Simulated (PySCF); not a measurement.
## Calculated data, CH$_{5}$B$_{2}$O, CH$_{6}$AlB$_{2}$, B$_{2}$H$_{5}$OSi, C$_{2}$H$_{7}$B$_{2}$

Computed with PySCF 2.14.0. Calculation on a computer-drawn molecule: the log of a Hartree-Fock and frozen-core CCSD(T) single point meant for a local Hartree-Fock minimum, with one planted fault or none, to be diagnosed. Offsets are logged minus clean, where the clean run is the same molecule without the fault. The reference is restricted for singlets and unrestricted otherwise, and also for a bond in bohr or an excited solution. Adding or removing an electron swaps singlet and doublet. The excited solution moves the top pair (singlet) or top alpha electron (doublet) to the lowest empty orbital. Highest occupied and lowest empty are orbital energies over both spins, largest force is the largest gradient component, triples share is (T) over the correlation energy, the T1 limit is 0.02 restricted and 0.045 unrestricted, electrons count all cores, a negative frequency is imaginary (commonest isotopes), and the dipole is about the centre of nuclear charge.

Common to all runs: meant charge 0; meant multiplicity 2; logged SCF converged yes; possible faults no fault, one electron removed, one electron added, multiplicity raised by two, geometry at a saddle point, SCF held on an excited solution, minimal basis STO-3G, one bond length entered in bohr, all coordinates scaled.

(1) 
```xyz
9
formula=CH5B2O meant_basis=cc-pVDZ logged_electrons=29 logged_basis_functions=25 logged_spin_squared=0.7569 logged_highest_occupied=-6.8765 logged_lowest_empty=5.6101 logged_largest_force=0.051611 logged_T1_diagnostic=0.014575 logged_D1_diagnostic=0.071043 logged_triples_share=0.011776 logged_CC_converged=yes logged_dipole_magnitude=1.5095 logged_SCF_stable_within_its_kind=yes logged_energy_HF=-162.77264 logged_energy_CCSD(T)=-162.96636 planted_fault=minimal_basis_STO-3G HF_energy_offset_from_clean_run=1349 CCSD(T)_energy_offset_from_clean_run=1559
B     -1.3245     1.3034     1.4077
B     -0.1818     0.2048     1.6962
C      0.6554    -0.4273     0.5043
O      0.2165    -0.0635    -0.7946
H     -2.1601     2.1152     1.2039
H      0.0636    -0.1204     2.8297
H      0.7271    -1.5187     0.6021
H      1.6857    -0.0661     0.5922
H     -0.5670    -0.5513    -0.9978
```

Units: logged_highest_occupied, logged_lowest_empty in eV; logged_largest_force in hartree/bohr; logged_dipole_magnitude in debye; logged_energy_HF, logged_energy_CCSD(T) in hartree; HF_energy_offset_from_clean_run, CCSD(T)_energy_offset_from_clean_run in kcal/mol.

Drawn bonds:
```tsv
atom	other atom	order
1	2	1
2	3	1
3	4	1
1	5	1
2	6	1
3	7	1
3	8	1
4	9	1
```

(2) 
```xyz
10
formula=CH6AlB2 meant_basis=cc-pV(D+d)Z logged_electrons=36 logged_basis_functions=95 logged_spin_squared=0 logged_highest_occupied=-0.56212 logged_lowest_empty=5.5314 logged_largest_force=0.042483 logged_T1_diagnostic=0.024406 logged_D1_diagnostic=0.093843 logged_triples_share=0.036587 logged_CC_converged=yes logged_dipole_magnitude=5.0784 logged_SCF_stable_within_its_kind=yes logged_energy_HF=-332.54774 logged_energy_CCSD(T)=-333.01753 planted_fault=one_electron_added HF_energy_offset_from_clean_run=11.57 CCSD(T)_energy_offset_from_clean_run=-17.73
B      0.5873     0.2284    -2.0019
B      0.9796     1.1290    -0.7136
C      1.2999     0.6173     0.7316
Al    -0.3776     0.6146     1.7779
H      0.3815    -0.3847    -2.9934
H      0.9244     2.3208    -0.9204
H      1.9838     1.2963     1.2538
H      1.6937    -0.4037     0.7667
H     -1.2035    -0.7270     1.9330
H     -0.8980     1.9349     2.4770
```

Units: logged_highest_occupied, logged_lowest_empty in eV; logged_largest_force in hartree/bohr; logged_dipole_magnitude in debye; logged_energy_HF, logged_energy_CCSD(T) in hartree; HF_energy_offset_from_clean_run, CCSD(T)_energy_offset_from_clean_run in kcal/mol.

Drawn bonds:
```tsv
atom	other atom	order
1	2	1
2	3	1
3	4	1
1	5	1
2	6	1
3	7	1
3	8	1
4	9	1
4	10	1
```

Notes: T1 above single-reference limit.

(3) 
```xyz
9
formula=B2H5OSi meant_basis=cc-pV(D+d)Z logged_electrons=37 logged_basis_functions=90 logged_spin_squared=0.7638 logged_highest_occupied=-7.1362 logged_lowest_empty=-0.4599 logged_largest_force=0.059363 logged_dipole_magnitude=1.6675 logged_SCF_stable_within_its_kind=no logged_energy_HF=-415.97189 planted_fault=SCF_held_on_an_excited_solution HF_energy_offset_from_clean_run=41.34
B     -0.2781     0.5640     0.2803
B     -1.4785    -0.3900    -0.1040
Si    -2.2149    -0.4906    -1.9984
O     -3.8752    -0.4353    -2.0145
H      0.6168     1.2972     0.5261
H     -1.9699    -1.1033     0.7325
H     -1.7878     0.6299    -2.8639
H     -1.7300    -1.7534    -2.6165
H     -4.3455    -1.0071    -1.4270
```

Units: logged_highest_occupied, logged_lowest_empty in eV; logged_largest_force in hartree/bohr; logged_dipole_magnitude in debye; logged_energy_HF in hartree; HF_energy_offset_from_clean_run in kcal/mol.

Drawn bonds:
```tsv
atom	other atom	order
1	2	1
2	3	1
3	4	1
1	5	1
2	6	1
3	7	1
3	8	1
4	9	1
```

Notes: coupled-cluster numbers left out as unreliable.

(4) 
```xyz
9
formula=B2H5OSi meant_basis=cc-pV(D+d)Z logged_electrons=36 logged_basis_functions=90 logged_spin_squared=0 logged_highest_occupied=-16.37 logged_lowest_empty=-6.9924 logged_largest_force=0.04033 logged_T1_diagnostic=0.020376 logged_D1_diagnostic=0.065852 logged_triples_share=0.024967 logged_CC_converged=yes logged_dipole_magnitude=10.127 logged_SCF_stable_within_its_kind=yes logged_energy_HF=-415.74577 logged_energy_CCSD(T)=-416.22099 planted_fault=one_electron_removed HF_energy_offset_from_clean_run=183.2 CCSD(T)_energy_offset_from_clean_run=194.3
B     -0.2781     0.5640     0.2803
B     -1.4785    -0.3900    -0.1040
Si    -2.2149    -0.4906    -1.9984
O     -3.8752    -0.4353    -2.0145
H      0.6168     1.2972     0.5261
H     -1.9699    -1.1033     0.7325
H     -1.7878     0.6299    -2.8639
H     -1.7300    -1.7534    -2.6165
H     -4.3455    -1.0071    -1.4270
```

Units: logged_highest_occupied, logged_lowest_empty in eV; logged_largest_force in hartree/bohr; logged_dipole_magnitude in debye; logged_energy_HF, logged_energy_CCSD(T) in hartree; HF_energy_offset_from_clean_run, CCSD(T)_energy_offset_from_clean_run in kcal/mol.

Drawn bonds:
```tsv
atom	other atom	order
1	2	1
2	3	1
3	4	1
1	5	1
2	6	1
3	7	1
3	8	1
4	9	1
```

Notes: T1 above single-reference limit.

(5) 
```xyz
11
formula=C2H7B2 meant_basis=cc-pVDZ logged_electrons=29 logged_basis_functions=91 logged_spin_squared=0.7782 logged_highest_occupied=-7.0207 logged_lowest_empty=0.44041 logged_largest_force=0.054383 logged_dipole_magnitude=0.59632 logged_SCF_stable_within_its_kind=no logged_energy_HF=-129.02951 planted_fault=SCF_held_on_an_excited_solution HF_energy_offset_from_clean_run=40.71
B     -1.2334    -1.9649    -1.4335
C     -0.2670    -0.7896    -1.0645
B      1.0964    -1.0227    -1.8125
C     -0.8747     0.6218    -1.1490
H     -2.4078    -1.9043    -1.6710
H     -0.0634    -1.0723    -0.0118
H      1.4421    -0.2965    -2.7077
H      1.8036    -1.9447    -1.5123
H     -0.1849     1.3804    -0.7696
H     -1.8010     0.6998    -0.5752
H     -1.1053     0.8820    -2.1848
```

Units: logged_highest_occupied, logged_lowest_empty in eV; logged_largest_force in hartree/bohr; logged_dipole_magnitude in debye; logged_energy_HF in hartree; HF_energy_offset_from_clean_run in kcal/mol.

Drawn bonds:
```tsv
atom	other atom	order
1	2	1
2	3	1
2	4	1
1	5	1
2	6	1
3	7	1
3	8	1
4	9	1
4	10	1
4	11	1
```

Notes: coupled-cluster numbers left out as unreliable.
